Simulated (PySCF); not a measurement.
# [C3H5F2O2]-: core ionisation energies

C3H5F2O2 (charge -1).
Cartesian coordinates in Å at the GFN2-xTB level; atoms count from 1:
```
atom  x, y, z in Å
O1     1.3407    0.3579   -1.1553
C2     1.3288    0.3413    0.1610
C3     0.2780   -0.6406    0.7839
O4    -1.0799   -0.1968    0.5991
C5    -1.3454    0.1886   -0.6650
F6    -2.1830   -0.7324   -1.2783
F7    -2.1144    1.3196   -0.6446
H8     2.3159    0.0215    0.6280
H9     1.0986    1.3465    0.6382
H10    0.3912   -1.6286    0.3208
H11    0.3897   -0.7241    1.8682
H12   -0.4190    0.3464   -1.2821
```

Level of theory: delta-SCF UKS SCAN, pcX-2 on the ionised atom, pcseg-1 elsewhere, spin-free X2C (PySCF). Each binding energy is the total energy of the core-ionised species, with the hole localised on one atom, minus that of the ground state; both are solved self-consistently, so orbital relaxation is included.

Question: Give the core binding energies atom by atom.

Answer: 
```json
{"atom(s)": "F6/F7", "bonded to": "C", "level": "F 1s", "binding energy (eV)": "688.04", "above the level's lowest (eV)": "0.00", "count": "2"}
{"atom(s)": "O4", "bonded to": "2 C", "level": "O 1s", "binding energy (eV)": "534.57", "above the level's lowest (eV)": "+5.07", "count": "1"}
{"atom(s)": "O1", "bonded to": "C", "level": "O 1s", "binding energy (eV)": "529.50", "above the level's lowest (eV)": "0.00", "count": "1"}
{"atom(s)": "C5", "bonded to": "2 F, O and H", "level": "C 1s", "binding energy (eV)": "291.37", "above the level's lowest (eV)": "+4.75", "count": "1"}
{"atom(s)": "C3", "bonded to": "O, C and 2 H", "level": "C 1s", "binding energy (eV)": "287.34", "above the level's lowest (eV)": "+0.72", "count": "1"}
{"atom(s)": "C2", "bonded to": "O, C and 2 H", "level": "C 1s", "binding energy (eV)": "286.62", "above the level's lowest (eV)": "0.00", "count": "1"}
```

The listed C 1s values span 4.75 eV, from C2 (bonded to O, C and 2 H) to C5 (bonded to 2 F, O and H).

The listed O 1s values span 5.07 eV, from O1 (bonded to C) to O4 (bonded to 2 C). Summing the Pauling electronegativity differences to the bonded atoms, each weighted by its formal bond order, gives -0.89 for the lowest site and -1.78 for the highest; the largest sum, -0.89, belongs to O1, 5.07 eV below the top. The smallest sum, -1.78, belongs to O4, 5.07 eV above the lowest.

Question: Which effective nuclear charge Zeff reproduces each element's mean 1s value in the hydrogen-like formula E = 13.606 eV × Zeff²?

Answer: C (Z = 6): mean 288.4 eV, Zeff = 4.60, Z − Zeff = 1.40; O (Z = 8): mean 532.0 eV, Zeff = 6.25, Z − Zeff = 1.75; F (Z = 9): mean 688.0 eV, Zeff = 7.11, Z − Zeff = 1.89. Means run over the listed sites, weighted by atom count.

Question: Which photon energy gives electrons from O 1s of O1 a kinetic energy of 20 eV, and what is their de Broglie wavelength?

Answer: hν = 529.50 + 20 = 549.50 eV, recoil neglected; λ = 12.264 Å/√(E/eV) = 2.74 Å.

Topologically equivalent atoms share the value of their first member; where this conformer doesn't relate them by symmetry, their own values could differ. The species carries charge -1, so core ionisation leaves a neutral species. The basis sets have no added diffuse functions. Isolated species at its GFN2-xTB geometry (one conformer only).
